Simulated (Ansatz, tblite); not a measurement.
Potential energy curve for SMILES [GaH3]. The Ga1–H4 bond (Ga1 also carries H, H; H4 carries nothing else) is stretched with both fragments frozen at the PBE0/def2-TZVP optimised geometry. Each curve is given relative to its own lowest point near equilibrium.

```csv
R / Å,A,B,C
1.26,1.201,0.984,1.062
1.35,0.546,0.380,0.461
1.42,0.243,0.146,0.190
1.48,0.091,0.044,0.061
1.52,0.033,0.012,0.017
1.57,0.001,0.000,0.000
1.60,0.000,0.005,0.007
1.68,0.052,0.052,0.076
1.76,0.163,0.134,0.201
1.79,0.217,0.171,0.259
1.94,0.546,0.388,0.603
2.10,0.959,0.663,1.025
2.32,1.539,1.079,1.621
2.63,2.270,1.682,2.397
2.78,2.562,1.966,2.712
3.16,—,2.625,3.201
3.41,—,2.992,3.371
3.83,—,3.470,3.519
4.27,—,3.789,3.581
4.77,—,3.975,3.606
5.54,—,4.068,3.616
```

Energies in eV.

Q: Match the curves with the methods tblite with GFN2-xTB, 300 K electronic temperature; CCSDT(Q) on UHF/cc-pVTZ, cores with 3d frozen in Ansatz (a quantum-chemistry and plane-wave program); unrestricted B3LYP/cc-pVTZ (Ansatz).

A: A is UCCSDT(Q); B is GFN2-xTB; C is UKS-B3LYP.

A dash means that the run gave no value there, or that the column was ended at a point which the program doubted or which failed a test of continuity chosen for this set; such a test can also cut sound points.

The unrestricted determinant behind UCCSDT(Q) is spin-contaminated at 2.32 to 5.54 Å (<S²> up to 1.0, against 0.00 for a pure singlet). The unrestricted determinant behind UKS-B3LYP is spin-contaminated at 2.78 to 5.54 Å (<S²> up to 1.0, against 0.00 for a pure singlet).
